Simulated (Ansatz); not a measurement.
Cost and result up the ladder for (F)3Zr-NH-SiH3 (ZrSiNF3H4) (10 atoms). Total charge 0; singlet. Geometry: PBE0-D4/def2-SVP.

Cartesian coordinates in Å:
```
Zr -0.391 -1.560 -0.476
F -0.698 -1.156 -2.313
F 1.367 -2.280 -0.307
F -1.712 -2.738 0.220
N -0.498 0.157 0.594
Si 0.538 1.541 0.317
H -1.180 0.267 1.346
H -0.232 2.761 -0.076
H 1.430 1.135 -0.814
H 1.376 1.873 1.509
```

Ansatz on 4 threads of Arm Neoverse V1 on a shared host. Times are rough, and most runs start from the orbitals of an earlier one. PBE0-D4/def2-TZVPD serves as the yardstick here, not as an exact answer. Differences are given only for rows in sets of like size (and for xTB, whose basis is part of the method), since another set adds its own error. Binding counts from free atoms at the same level (Zr triplet, F doublet, N quartet, Si triplet, H doublet; other spins of the atoms weren't run), without zero-point energy or a counterpoise term.

In the def2 sets Zr takes a core potential; there is no spin–orbit coupling. HSE06 is defined as in plane-wave codes, on full-range PBE exchange. Correlated methods freeze 9 core orbitals; core or outer-core shells of Zr are correlated, in sets that lack core-valence functions. The rows differ in basis, and correlated rows in double-zeta sets carry the largest basis error.

Correlated methods converge slowly with the basis, most of all in double-zeta sets.

```
                          level  functions  wall time  binding energy per atom (eV)  difference from PBE0-D4/def2-TZVPD (eV)
               PBE0-D4/def2-SVP        125      1.7 s                          4.22                                        –
                  MP2/def2-TZVP        225        3 s                          4.22                                     0.04
             HSE06-D4/def2-TZVP        225      3.4 s                          4.18                                     0.00
             PBE0-D4/def2-TZVPD        276      4.9 s                          4.18                                     0.00
PBE0-D4/def2-TZVP (with forces)        225        5 s                          4.18                                     0.00
               B97M-V/def2-TZVP        225       10 s                          4.22                                     0.04
               CCSD(T)/def2-SVP        125       21 s                          4.02                                        –
```
